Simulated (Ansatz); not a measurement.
Geometry optimisation, RKS PBE-D4/def2-SVP in Ansatz.

input.yaml

```yaml
crystal:
  periodic: [false, false, false]
  atoms:
    - { symbol: F, position_ang: [-0.3826, -2.2907, -0.6136] }
    - { symbol: C, position_ang: [0.4732, -1.273, -0.2622] }
    - { symbol: B, position_ang: [-0.3043, -0.1285, 0.54] }
    - { symbol: C, position_ang: [-1.15917, -0.52731, 1.82876] }
    - { symbol: F, position_ang: [-0.21666, -0.94393, 2.81618] }
    - { symbol: H, position_ang: [1.2645, -1.7047, 0.3756] }
    - { symbol: H, position_ang: [0.9719, -0.8438, -1.1699] }
    - { symbol: H, position_ang: [-0.37213, 0.92779, 0.08221] }
    - { symbol: H, position_ang: [-1.65181, 0.47076, 2.21687] }
    - { symbol: H, position_ang: [-1.89061, -1.2386, 1.64278] }
basis:
  gaussian: { orbitals: def2-SVP }
hamiltonian:
  xc: pbe
  dispersion: d4
relax:
  f_tol: 0.015
  max_steps: 40
```

Command:

```bash
$ ansatz run input.yaml --threads 2 --pin off --max-ram 3072MiB --backend cpu --events-out ev --progress --plain --runs-dir out
```

Where does it end, and by what steps?

The forces met the threshold. The force dipped under the threshold on the way, but the program's further checks kept it going. After 17 steps the energy has fallen by 0.731 eV; F5 moved furthest, 1.42 Å.

```json
{"step": "0", "energy less start (eV)": "0.0000", "largest force component (eV/Å)": "4.238", "accepted": "yes"}
{"step": "1", "energy less start (eV)": "-0.3338", "largest force component (eV/Å)": "0.932", "accepted": "yes"}
{"step": "2", "energy less start (eV)": "-0.4181", "largest force component (eV/Å)": "0.504", "accepted": "yes"}
{"step": "3", "energy less start (eV)": "-0.4753", "largest force component (eV/Å)": "0.784", "accepted": "yes"}
{"step": "4", "energy less start (eV)": "-0.5253", "largest force component (eV/Å)": "0.312", "accepted": "yes"}
{"step": "5", "energy less start (eV)": "-0.5418", "largest force component (eV/Å)": "0.398", "accepted": "yes"}
{"step": "6", "energy less start (eV)": "-0.5646", "largest force component (eV/Å)": "0.385", "accepted": "yes"}
{"step": "7", "energy less start (eV)": "-0.5780", "largest force component (eV/Å)": "0.628", "accepted": "yes"}
{"step": "8", "energy less start (eV)": "-0.6064", "largest force component (eV/Å)": "0.612", "accepted": "yes"}
{"step": "9", "energy less start (eV)": "-0.6826", "largest force component (eV/Å)": "0.197", "accepted": "yes"}
{"step": "10", "energy less start (eV)": "-0.7190", "largest force component (eV/Å)": "0.075", "accepted": "yes"}
{"step": "11", "energy less start (eV)": "-0.7290", "largest force component (eV/Å)": "0.076", "accepted": "yes"}
{"step": "12", "energy less start (eV)": "-0.7260", "largest force component (eV/Å)": "0.486", "accepted": "no"}
{"step": "13", "energy less start (eV)": "-0.7296", "largest force component (eV/Å)": "0.078", "accepted": "yes"}
{"step": "14", "energy less start (eV)": "-0.7310", "largest force component (eV/Å)": "0.031", "accepted": "yes"}
{"step": "15", "energy less start (eV)": "-0.7308", "largest force component (eV/Å)": "0.072", "accepted": "no"}
{"step": "16", "energy less start (eV)": "-0.7312", "largest force component (eV/Å)": "0.005", "accepted": "yes"}
{"step": "17", "energy less start (eV)": "-0.7313", "largest force component (eV/Å)": "0.006", "accepted": "yes"}
```

```xyz
10
Properties=species:S:1:pos:R:3
F 0.664 -2.567 0.292
C 0.605 -1.270 -0.188
B -0.334 -0.266 0.547
C -1.254 -0.499 1.785
F -1.272 -1.764 2.345
H 1.635 -0.826 -0.203
H 0.308 -1.282 -1.270
H -0.352 0.867 0.088
H -0.972 0.256 2.565
H -2.296 -0.200 1.494
```

The run took 23 s on 2 threads of Arm Neoverse V2, with other jobs on the host, peak memory 0.12 GiB.
